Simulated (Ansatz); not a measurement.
FH5OSSi2 can be A, `O[SiH2][SiH](F)S`, or B, `O[SiH2]S[SiH2]F`.

Gas-phase electronic energies from Ansatz, PBE0-D4/def2-TZVP geometries. CBS: MP2 limit from def2 TZ/QZ plus the TZ coupled-cluster correction, frozen cores. DFT in def2-TZVPP. B3LYP here is the variant with VWN-RPA as its local correlation; programs differ in this. One conformer a species, not always the lowest.

Q: Which is lower in electronic energy at CCSD(T)/CBS, and by how much? (An estimate is asked.)

A: The calculation gave: B, by 88.1 kJ/mol.

Q: Give E(B) − E(A) in kJ/mol with HF/def2-TZVPP, PBE-D4, PBE0-D4, B3LYP-D4, B3LYP, CCSD(T)/def2-TZVPP, r2SCAN-D4. (An estimate is asked.)

A: Ansatz gave: HF/def2-TZVPP -93.4, PBE-D4 -73.3, PBE0-D4 -79.3, B3LYP-D4 -81.4, B3LYP -80.2, CCSD(T)/def2-TZVPP -86.8, r2SCAN-D4 -84.8. None reverses the order clearly.

Largest T1 diagnostic: 0.012.

From PBE to PBE0 (25 % exact exchange), in def2-TZVPP and without D4, E(B) − E(A) moves by −6.2 kJ/mol.
